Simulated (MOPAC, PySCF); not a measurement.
C$_{2}$H$_{2}$N$_{2}$, SMILES `[H]/N=c1\cn1`, neutral singlet in the gas phase. 

Cartesian coordinates (Å):
```xyz
6

N      1.5129     0.4120    -0.0415
C      0.2725     0.2688     0.0119
C     -1.0230    -0.2504     0.0309
N     -0.9264     1.0285     0.1529
H      1.9898    -0.4800    -0.1563
H     -1.8259    -0.9789     0.0021
```
Charge 0, multiplicity 1.

All levels are single points at this geometry (B3LYP-D3(BJ)/def2-TZVP); Pople sets use spherical d functions. Orbital energies aren't observables, and empty levels follow the basis.

M06-2X/6-31G* in PySCF gives dipole (D) = 4.01.

Problem. Estimate the dipole (D) from each of these levels: B3LYP-D3(BJ)/def2-TZVP in PySCF; B3LYP/6-311+G** in PySCF; HF/3-21G in PySCF; HF/STO-3G in PySCF; PM3 in MOPAC.

Solution. 
| level | dipole (D) |
|---|---|
| B3LYP-D3(BJ)/def2-TZVP in PySCF | 4.01 |
| B3LYP/6-311+G** in PySCF | 4.15 |
| HF/3-21G in PySCF | 4.57 |
| HF/STO-3G in PySCF | 3.67 |
| PM3 in MOPAC | 3.63 |
